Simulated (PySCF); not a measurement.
trans-Ag(H2O)2(OH)2 (doublet state).
Bonds: Ag1–O2, Ag1–O5, Ag1–O7, Ag1–O10. Hydrogens: H3, H4 on O2; H6 on O5; H8, H9 on O7; H11 on O10.

A GFN2-xTB structure was refined with PySCF, PBE0-D3(BJ)/def2-SVP geometry optimisation, gas phase, def2 core potentials past Kr. Its GFN2-xTB values:

| coordinate | GFN2-xTB |
| --- | --- |
| Ag1–O2 | 2.491 Å |
| Ag1–O5 | 1.992 Å |
| Ag1–O7 | 2.487 Å |
| O2–H3 | 0.970 Å |
| O2–H4 | 0.962 Å |
| O5–H6 | 0.957 Å |
| O2–Ag1–O5 | 72.8° |
| O2–Ag1–O7 | 171.3° |
| O2–Ag1–O10 | 107.5° |
| O5–Ag1–O7 | 107.4° |
| O5–Ag1–O10 | 178.8° |

How do these coordinates change at the PBE0-D3(BJ)/def2-SVP level?

```csv
coordinate,PBE0-D3(BJ)/def2-SVP (Å or °),change
Ag1–O7,2.296,-0.191
Ag1–O2,2.304,-0.187
Ag1–O5,2.044,+0.052
O2–H3,1.013,+0.043
O5–H6,0.964,+0.007
O2–H4,0.964,+0.002
O2–Ag1–O10,113.5,+6.0
O5–Ag1–O10,172.8,-6.0
O2–Ag1–O5,68.9,-3.9
O5–Ag1–O7,110.3,+2.9
O2–Ag1–O7,169.2,-2.1
```

The energy falls by 7.4 kcal/mol over 19 energy and gradient evaluations, the largest force component goes from 0.0114 to 3.0e-04 Eh/bohr, and the atoms move by 0.342 Å rms after alignment. The bond that changes most is Ag1–O7 (ends: silver bonded to 4 O; oxygen bonded to Ag and 2 H), which shortens by 0.191 Å. Bonds longer at the end by more than 0.005 Å: 6 of 10; shorter: 2. Among the dihedrals that turn most is O7–Ag1–O10–H11, from 174° to 122°. Rotational constants go from 4208, 1999, 1374 to 4638, 2128, 1493 MHz.

The run used 117 basis functions and 183 SCF cycles in all.

No PBE0-D3(BJ)/def2-SVP frequencies stand behind this structure, so it isn't proved a minimum. ⟨S²⟩ = 0.754 (exact for a doublet: 0.75).

Caution for open-shell metal species: one SCF solution and one stationary point were followed, and a lower state or a bent or distorted shape isn't ruled out.
